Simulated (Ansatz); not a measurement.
The cluster K4Bi2⁺: single points at one geometry.

```yaml
crystal:
  periodic: [false, false, false]
  atoms:
    - {symbol: K, position_ang: [1.780739, 3.500659, 0.994446]}
    - {symbol: K, position_ang: [-3.077228, 1.768968, 0.703711]}
    - {symbol: K, position_ang: [0.561754, -0.772996, -0.250071]}
    - {symbol: K, position_ang: [5.272051, 0.723662, -0.012352]}
    - {symbol: Bi, position_ang: [-3.103974, -1.601636, -0.278194]}
    - {symbol: Bi, position_ang: [-1.433341, -3.618658, -1.157530]}
basis:
  gaussian: {orbitals: def2-TZVP, initial_orbitals: start.molden}
total_charge: 1
magnetization: {spin_polarized: true, initial_magnetization: 1}
hamiltonian: {xc: pbe}
correlation: {method: rpa}
scf: {omitted_lower_state_checks: [starts]}
```

The file start.molden holds the orbitals of an earlier run on this structure, at another level or in another basis.

```sh
$ ansatz run in.yaml --threads 4 --pin off --events-out ev --progress --plain --max-ram 4787MiB
```

Shortened log:

```
Functional definition: PBE
2246 factors; integrals over basis functions are off by at most 3.5e-4 eV
mean field evaluation 1: about -76956.4525 eV, gradient 7.1e0 eV
mean field evaluation 2: about -76956.5812 eV, gradient 3.1e-1 eV
mean field evaluation 4: about -76956.6067 eV, gradient 9.2e-2 eV
mean field evaluation 8: about -76956.6085 eV, gradient 2.4e-3 eV
mean field -76956.60851588 eV, -2828.1031998958 hartree, gradient 2.0e-6 eV, S^2 0.781706; 0 other end points of the search recorded, 0 dependent functions left out
28 core orbitals not correlated: weight in the atoms' cores, before any rotation towards them, 1.000 or more for the frozen orbitals, at most 0.000 for the correlated occupied ones
reference -76835.17088351 eV, -2823.6404492196 hartree; 33, 32 occupied and 171, 172 virtual orbitals, 2246 factors
Total energy: -76891.79410861 eV, -2825.7213143613 hartree
Checks for a lower state left out: starts
```

It took 31 s on 4 threads of Arm Neoverse V1 on a shared host, peak host memory 1.1 GiB.

As the first input, with `hamiltonian: {xc: {name: BHLYP}, dispersion: d4}`, `output: {orbitals: {seedname: orbitals}}` and without the key `correlation` (abridged; 46 s):

```
Functional definition: BHLYP
mean field -76973.08802067 eV, -2828.7088105265 hartree, gradient 1.2e-5 eV, S^2 1.315080
Total energy: -76973.49891518 eV, -2828.7239106214 hartree
Checks for a lower state left out: starts
```

The first input with `gaussian: {orbitals: def2-SVP, initial_orbitals: start.molden}`, `hamiltonian: {xc: pbe, dispersion: d4}`, `output: {orbitals: {seedname: orbitals}}` and without the key `correlation` (abridged; 21 s):

```
Functional definition: PBE
mean field evaluation 16: about -76947.6675 eV, gradient 9.8e-6 eV
mean field -76947.66750357 eV, -2827.7746237538 hartree, gradient 9.8e-6 eV, S^2 0.767954
Total energy: -76947.83948772 eV, -2827.7809440549 hartree
Checks for a lower state left out: starts
```

First input, but with `hamiltonian: {xc: r2scan, dispersion: d4}`, `output: {orbitals: {seedname: orbitals}}` and without the key `correlation` (abridged; 38 s):

```
Functional definition: r2SCAN
mean field -76980.08098899 eV, -2828.9657973726 hartree, gradient 2.1e-5 eV, S^2 1.480302
Total energy: -76980.11293749 eV, -2828.9669714581 hartree
Checks for a lower state left out: starts
```

First input, but with `hamiltonian: {xc: pbe, dispersion: d4}`, `output: {forces: true, orbitals: {seedname: orbitals}}` and without the key `correlation` (abridged; 44 s):

```
Functional definition: PBE
mean field evaluation 16: about -76956.6085 eV, gradient 1.8e-5 eV
mean field -76956.60853365 eV, -2828.1032005490 hartree, gradient 3.0e-7 eV, S^2 0.781706
Total energy: -76956.78041948 eV, -2828.1095172365 hartree
Atom 0 force     0.022165    -0.050961    -0.016268 eV/Å
Atom 1 force     0.015293     0.018356     0.004456 eV/Å
Atom 2 force     0.060522     0.026070     0.005870 eV/Å
Atom 3 force    -0.071000     0.030591     0.012435 eV/Å
Atom 4 force     0.151960    -0.207978    -0.088541 eV/Å
Atom 5 force    -0.178940     0.183923     0.082048 eV/Å
Dipole moment:     2.973399     3.654736     1.005657 e Å
Checks for a lower state left out: starts
```

First input, but with `hamiltonian: {xc: {name: B3LYP}, dispersion: d4}`, `output: {orbitals: {seedname: orbitals}}` and without the key `correlation` (abridged; 42 s):

```
Functional definition: B3LYP
mean field evaluation 16: about -76984.1021 eV, gradient 5.1e-5 eV
mean field -76984.10214270 eV, -2829.1135720455 hartree, gradient 7.1e-6 eV, S^2 0.794509
Total energy: -76984.38999904 eV, -2829.1241505710 hartree
Checks for a lower state left out: starts
```

First input, but with `hamiltonian: {xc: {name: B97M-V}}`, `output: {orbitals: {seedname: orbitals}}` and without the key `correlation` (abridged; 3.2 min):

```
Functional definition: B97M-V
mean field evaluation 16: about -76961.4717 eV, gradient 1.2e-5 eV
mean field -76961.47167232 eV, -2828.2819175985 hartree, gradient 8.0e-6 eV, S^2 0.760065
Total energy: -76961.47176303 eV, -2828.2819209322 hartree
Checks for a lower state left out: starts
```

Geometry: r2SCAN-D4/def2-SVP.

In the def2 sets Bi takes a core potential; there is no spin–orbit coupling. B3LYP takes the VWN-RPA correlation. Correlated methods freeze 28 core orbitals; core or outer-core shells of K, Bi are correlated, in sets that lack core-valence functions. At BHLYP-D4/def2-TZVP, r2SCAN-D4/def2-TZVP the charge 1 doublet is spin-contaminated (final ⟨S²⟩ up to 1.48, 0.75 for a pure state). The geometry of the doublet was relaxed on an unsound state (⟨S²⟩ 1.39, where a pure state has 0.75). Another isomer (doublet) lies 2.24 eV lower at PBE0-D4/def2-TZVP; other spin states weren't run for this one.
